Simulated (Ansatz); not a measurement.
Coupled-cluster run, CH7FN2Si (`C[Si](N)(N)F`).

```yaml
crystal:
  periodic: [false, false, false]
  atoms:
    - {symbol: C, position_ang: [-0.958971, 1.134241, 0.557061]}
    - {symbol: Si, position_ang: [0.006903, -0.132804, -0.394904]}
    - {symbol: N, position_ang: [1.685571, 0.088198, -0.579820]}
    - {symbol: N, position_ang: [-0.212775, -1.641040, 0.356872]}
    - {symbol: F, position_ang: [-0.542205, -0.038797, -1.904036]}
    - {symbol: H, position_ang: [-0.878396, 2.112116, 0.076577]}
    - {symbol: H, position_ang: [-0.586926, 1.226501, 1.579870]}
    - {symbol: H, position_ang: [-2.020483, 0.875512, 0.602357]}
    - {symbol: H, position_ang: [2.058474, 0.681935, -1.300567]}
    - {symbol: H, position_ang: [2.320752, -0.024114, 0.191056]}
    - {symbol: H, position_ang: [0.279363, -2.456804, 0.031758]}
    - {symbol: H, position_ang: [-1.074308, -1.880140, 0.817875]}
basis:
  gaussian: {orbitals: def2-SVP}
correlation: {method: ccsd_t}
```

```sh
$ ansatz run in.yaml --threads 4 --pin off --events-out ev --progress --plain --max-ram 10444MiB
```

Log, shortened:

```
Functional definition: HF
1090 factors; integrals over basis functions are off by at most 1.3e-3 eV
mean field evaluation 1: about -14664.7359 eV, gradient 4.6e1 eV
mean field evaluation 2: about -14664.7367 eV, gradient 4.6e1 eV
mean field evaluation 4: about -14669.0434 eV, gradient 3.1e0 eV
mean field evaluation 8: about -14669.0762 eV, gradient 1.0e-4 eV
mean field -14669.07622007 eV, -539.0786080306 hartree, gradient 1.2e-6 eV, S^2 0.000000; 0 other end points of the search recorded, 0 dependent functions left out
9 core orbitals not correlated: weight in the atoms' cores, before any rotation towards them, 1.000 or more for the frozen orbitals, at most 0.000 for the correlated occupied ones
reference -14669.07622007 eV, -539.0786080306 hartree; 16, 16 occupied and 84, 84 virtual orbitals, 1090 factors
second order -20.79408170 eV of doubles, -0.00000000 eV of singles
cycle   1  -21.47551419 eV  change   -6.8e-1 eV  update   8.8e-2
cycle   2  -21.91093245 eV  change   -4.4e-1 eV  update   2.5e-2
cycle   3  -22.01685024 eV  change   -1.1e-1 eV  update   1.2e-2
cycle   4  -22.01617093 eV  change    6.8e-4 eV  update   2.5e-3
cycle   5  -22.01520116 eV  change    9.7e-4 eV  update   8.7e-4
cycle   6  -22.01533062 eV  change   -1.3e-4 eV  update   2.8e-4
cycle   7  -22.01525995 eV  change    7.1e-5 eV  update   8.8e-5
cycle   8  -22.01523069 eV  change    2.9e-5 eV  update   2.8e-5
perturbative correction -0.48966478 eV, -0.0179948487 hartree
Total energy: -14691.58111554 eV, -539.9056476847 hartree
```

Hardware: 4 threads of an Intel Xeon Platinum 8488C on a shared host. Wall time 3.5 s, peak host memory 0.57 GiB.

Correlation energy per correlated electron: -0.703 eV. T1 diagnostic: 0.0097.
